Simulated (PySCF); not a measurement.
PySCF 2.14 output of a UHF calculation on a single atom or ion in cc-pVDZ-PP with ECP10MDF, with a scalar-relativistic core potential:

```
SCF conv_tol = 1e-09
number electrons alpha = 13  beta = 10
cycle= 1 E= -371.532178927094  delta_E= -8.25e-11  |g|= 2.66e-06  |ddm|= 3.59e-05
converged SCF energy = -371.532178927094  <S^2> = 3.7505489  2S+1 = 4.0002745
```

The run itself started from symmetry-adapted Hartree-Fock orbitals and held the occupation by maximum overlap, so the iterations belong to that start.

Q: Which element, charge and spin multiplicity is this?

A: Se⁺ (selenium, charge +1), multiplicity 4; the state was [Ar] 3d10 4s2 4p3, high-spin 4S determinant.

Energies and moments cover only the electrons outside the core potential.
